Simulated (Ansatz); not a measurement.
H$_{4}$InOSSi, SMILES `[SiH3][O][In][SH]` radical, relaxed with UKS PBE0-D4/def2-TZVP in the Gaussian-basis code of Ansatz from a GFN2-xTB geometry. The force threshold is 0.005 eV/Å; the program also tests the step.

The species carries charge 0 and has multiplicity 2. In takes the def2 core potential.

Start:

```xyz
8

Si   -0.532   -0.884    0.687
O    -0.666    0.582    1.207
In   -0.271    2.574    0.212
S     0.791    0.903   -1.940
H     0.487   -1.678    1.384
H     0.067   -0.662   -0.764
H    -1.800   -1.588    0.476
H     1.926    0.752   -1.263
```

**Question.** By how much does the energy fall, and how many steps does the optimiser take? (Best estimate.)

**Answer.** Computed: 5.35 kcal/mol, in 10 steps.

**Question.** Which bonds change most? (An estimate is asked.)

**Answer.** Ansatz gave: O2–In3 from 2.261 to 2.118 Å; Si1–H6 from 1.585 to 1.626 Å; Si1–O2 from 1.562 to 1.592 Å; Si1–H7 from 1.465 to 1.490 Å.

**Question.** Give the relaxed structure. (An estimate is asked.)

**Answer.** Ansatz gave: 
```xyz
8

Si   -0.503   -0.789    0.645
O    -0.750    0.672    1.227
In   -0.347    2.579    0.400
S     0.758    0.748   -1.919
H     0.534   -1.595    1.350
H     0.114   -0.560   -0.841
H    -1.727   -1.607    0.416
H     1.921    0.550   -1.277
```
